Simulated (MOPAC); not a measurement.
Job for MOPAC: PM6 on AlH5S (a complex).

```
PM6 1SCF PRECISE CHARGE=0 THREADS=1
AlH5S

Al    -0.25202210 1    -0.12635167 1     0.49225603 1
H     -1.00168848 1    -1.49315276 1     0.80039847 1
H     -1.11700855 1     1.19676598 1     0.33867608 1
H      1.19678043 1    -0.18373076 1    -0.15599863 1
S      0.57769335 1     0.40834925 1     2.87179427 1
H      1.08352180 1    -0.80034096 1     3.17395051 1
H     -0.56925376 1     0.17252815 1     3.53285216 1
```

Program output:

```
*******************************************************************************
 **                                                                           **
 **                              MOPAC v23.2.5                                **
 **                                                                           **
 *******************************************************************************
 ** MOPAC's Digital Object Identifier: https://doi.org/10.5281/zenodo.6511958 **
 **                                                                           **
 ** Please cite the open-source release paper for use of this MOPAC version:  **
 ** J. E. Moussa and J. J. P. Stewart (2026)                                  **
 ** MOPAC: An open-source semiempirical molecular orbital program             **
 ** J. Open Source Softw., 11(119), 8025, https://doi.org/10.21105/joss.08025 **
 *******************************************************************************

                              PM6 CALCULATION RESULTS

 *******************************************************************************
 *  PM6        - The PM6 Hamiltonian to be used
 *
 *
 *
 *                 CHARGE ON SYSTEM = 0
 *
 *
 *
 *  PRECISE    - TIGHTER CRITERIA TO BE USED
 *  1SCF       - DO 1 SCF AND THEN STOP
 *  THREADS=1  - MULTI-THREADING NOT USED
 *  T=         - A TIME OF 172800.0 SECONDS REQUESTED
 *  DUMP=N     - RESTART FILE WRITTEN EVERY 7200.0 SECONDS REQUESTED
 *******************************************************************************
PM6 1SCF PRECISE CHARGE=0 THREADS=1
 AlH5S

   ATOM   CHEMICAL          X               Y               Z
  NUMBER   SYMBOL      (ANGSTROMS)     (ANGSTROMS)     (ANGSTROMS)

     1      Al         -0.25202210  *  -0.12635167  *   0.49225603  *
     2       H         -1.00168848  *  -1.49315276  *   0.80039847  *
     3       H         -1.11700855  *   1.19676598  *   0.33867608  *
     4       H          1.19678043  *  -0.18373076  *  -0.15599863  *
     5       S          0.57769335  *   0.40834925  *   2.87179427  *
     6       H          1.08352180  *  -0.80034096  *   3.17395051  *
     7       H         -0.56925376  *   0.17252815  *   3.53285216  *



          CARTESIAN COORDINATES

    NO.       ATOM           X           Y           Z

     1        Al         -0.2520     -0.1264      0.4923
     2         H         -1.0017     -1.4932      0.8004
     3         H         -1.1170      1.1968      0.3387
     4         H          1.1968     -0.1837     -0.1560
     5         S          0.5777      0.4083      2.8718
     6         H          1.0835     -0.8003      3.1740
     7         H         -0.5693      0.1725      3.5329

 General Reference for PM6:
 "Optimization of Parameters for Semiempirical Methods V: Modification of NDDO Approximations
 and Application to 70 Elements", J. J. P. Stewart, J. Mol. Mod., 13, 1173-1213 (2007)
 URL: https://link.springer.com/article/10.1007/s00894-007-0233-4

           Empirical Formula: H5 Al S  =     7 atoms



      MOLECULAR POINT GROUP   :   Cs


      RHF CALCULATION, NO. OF DOUBLY OCCUPIED LEVELS = 7


 -------------------------------------------------------------------------------
 PM6 1SCF PRECISE CHARGE=0 THREADS=1
 AlH5S



     1SCF WAS SPECIFIED, SO BFGS WAS NOT USED
     SCF FIELD WAS ACHIEVED


                              PM6 CALCULATION
                                                       MOPAC v23.2.5 Linux




          FINAL HEAT OF FORMATION =         72.81670 KCAL/MOL =     304.66505 KJ/MOL


          COSMO AREA              =        107.41 SQUARE ANGSTROMS
          COSMO VOLUME            =         94.33 CUBIC ANGSTROMS

          IONIZATION POTENTIAL    =         10.556434 EV
          HOMO LUMO ENERGIES (EV) =        -10.556 -0.451
          NO. OF FILLED LEVELS    =          7
          MOLECULAR WEIGHT        =         64.0810         POINT GROUP:  Cs

          MOLECULAR DIMENSIONS (Angstroms)

            Atom       Atom       Distance
            H     6    H     3     4.10726
            H     7    H     4     3.84928
            S     5    H     2     2.77476


          SCF CALCULATIONS        =          1





   ATOM   CHEMICAL          X               Y               Z
  NUMBER   SYMBOL      (ANGSTROMS)     (ANGSTROMS)     (ANGSTROMS)

     1      Al         -0.25202210  *  -0.12635167  *   0.49225603  *
     2       H         -1.00168848  *  -1.49315276  *   0.80039847  *
     3       H         -1.11700855  *   1.19676598  *   0.33867608  *
     4       H          1.19678043  *  -0.18373076  *  -0.15599863  *
     5       S          0.57769335  *   0.40834925  *   2.87179427  *
     6       H          1.08352180  *  -0.80034096  *   3.17395051  *
     7       H         -0.56925376  *   0.17252815  *   3.53285216  *

                             CARTESIAN COORDINATES

   1   Al       -0.252022100    -0.126351670     0.492256030
   2    H       -1.001688480    -1.493152760     0.800398470
   3    H       -1.117008550     1.196765980     0.338676080
   4    H        1.196780430    -0.183730760    -0.155998630
   5    S        0.577693350     0.408349250     2.871794270
   6    H        1.083521800    -0.800340960     3.173950510
   7    H       -0.569253760     0.172528150     3.532852160


           Empirical Formula: H5 Al S  =     7 atoms



      MOLECULAR POINT GROUP   :   Cs


                  EIGENVALUES
 -30.90722 -15.44518 -14.80696 -12.72665 -10.94274 -10.93609 -10.55643  -0.45118
   0.27437   1.13495   1.16342   1.21012   1.58620   2.55036   2.97280   4.72076
   6.02948   6.07205 116.90630 116.91062 117.10864 118.05482 118.07316


              NET ATOMIC CHARGES AND DIPOLE CONTRIBUTIONS

  ATOM NO.   TYPE          CHARGE      No. of ELECS.   s-Pop       p-Pop       d-Pop
    1         Al           0.085926        2.9141     1.08698     1.80314     0.02395
    2          H          -0.100137        1.1001     1.10014
    3          H          -0.090857        1.0909     1.09086
    4          H          -0.090995        1.0910     1.09100
    5          S          -0.158306        6.1583     1.89332     4.10935     0.15563
    6          H           0.177193        0.8228     0.82281
    7          H           0.177176        0.8228     0.82282
 DIPOLE           X         Y         Z       TOTAL
 POINT-CHG.     0.341    -0.621     3.263     3.339
 HYBRID         0.111     0.122     0.184     0.247
 SUM            0.452    -0.498     3.446     3.511


          ATOMIC ORBITAL ELECTRON POPULATIONS

     Atom    s        px        py        pz      x^2-y^2     xz        z^2       yz        xy
    1 Al   1.08698   0.75061   0.78432   0.26821   0.00527   0.00411   0.00609   0.00180   0.00667
    2  H   1.10014
    3  H   1.09086
    4  H   1.09100
    5  S   1.89332   1.20829   1.29664   1.60443   0.04927   0.04418   0.01692   0.01674   0.02851
    6  H   0.82281
    7  H   0.82282

 **********************
 *                    *
 * JOB ENDED NORMALLY *
 *                    *
 **********************




 == MOPAC DONE ==
```

The run finished.

Cost: about 0.020 core-seconds (a rough figure).
